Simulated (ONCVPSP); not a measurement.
## An all-electron radial function and its pseudo partner (Be)

Columns: radius, all-electron u(r) and pseudo u(r) of the 2p shell (level -2.30 eV) of beryllium in the configuration 1s2 2s1.5 2p0.5; PBE, scalar-relativistic, ONCV scheme, ONCVPSP 4.0.1.

```
r (bohr)  all-electron  pseudo
   0.200        0.0431  0.0163
   0.400        0.1249  0.0628
   0.600        0.2113  0.1330
   0.800        0.2903  0.2174
   1.000        0.3575  0.3056
   1.200        0.4131  0.3878
   1.400        0.4588  0.4567
   1.600        0.4934  0.5081
   1.800        0.5173  0.5412
   2.000        0.5316  0.5575
   2.200        0.5375  0.5603
   2.400        0.5363  0.5534
   2.600        0.5293  0.5403
   2.800        0.5178  0.5238
   3.000        0.5027  0.5054
   3.200        0.4850  0.4859
   3.400        0.4655  0.4657
   3.600        0.4447  0.4448
   3.800        0.4234  0.4234
   4.000        0.4018  0.4018
   4.200        0.3804  0.3804
   4.400        0.3593  0.3593
   4.600        0.3387  0.3387
   4.800        0.3188  0.3188
   5.000        0.2996  0.2996
   5.200        0.2811  0.2811
```

(1) How many radial nodes do the two functions have?

(2) At about which radius was the pseudo-wave matched?

(3) Where does each function peak?

(4) Is the pseudo-wave norm-conserving?

Results:

(1) The all-electron 2p function has n − l − 1 = 0; the pseudo-wave has 0.

(2) 4.00 bohr. The columns agree to 0.0005 from 3.40 bohr on; several derivatives are matched, so the curves merge somewhat inside the radius.

(3) Outermost all-electron maximum near 2.20 bohr, pseudo maximum near 2.20 bohr (to the table’s step).

(4) Yes: the ONCV scheme keeps the norm inside the radius equal to the all-electron one, which fixes the energy derivative of the logarithmic derivative at the level.
